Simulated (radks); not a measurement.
The numbers below are computed, except where a source is named.
Charge is removed step by step from the 5s down level of neutral samarium, starting from [Kr] 4d10 4f6 5s(up 1, down 1) 5p6 6s2. Level of theory: scalar-relativistic Kohn-Sham, r2SCAN, spin-polarised, spherical densities, finite nucleus; open shells are filled with parallel spins first (spin-orbit coupling, left out, can overturn this in heavy ions); meta-GGA in the generalised Kohn-Sham scheme; Fermi nuclear charge, rms radius 5.0819 fm (a radial shooting solver on a logarithmic mesh with Libxc functionals).

removed (e)  E - E(0) (eV)  eigenvalue (eV)  E minus straight line (eV)
0                    0.000          -42.509                       0.000
0.25                10.922          -44.952                      -0.956
0.5                 22.467          -47.494                      -1.287
0.75                34.658          -50.108                      -0.974
1                   47.508          -52.772                       0.000

Removing the whole electron costs 47.508 eV by Delta-SCF, against 42.509 eV from minus the eigenvalue at the starting occupation. Slater's transition state (half an electron removed) gives 47.494 eV. Integrating minus the eigenvalue over the occupation (Janak's theorem) gives 47.542 eV. In this scalar-relativistic scheme the density is built from large components alone, so the theorem holds only approximately. The mean slope of the eigenvalue, de/dn, is 10.3 eV per electron.
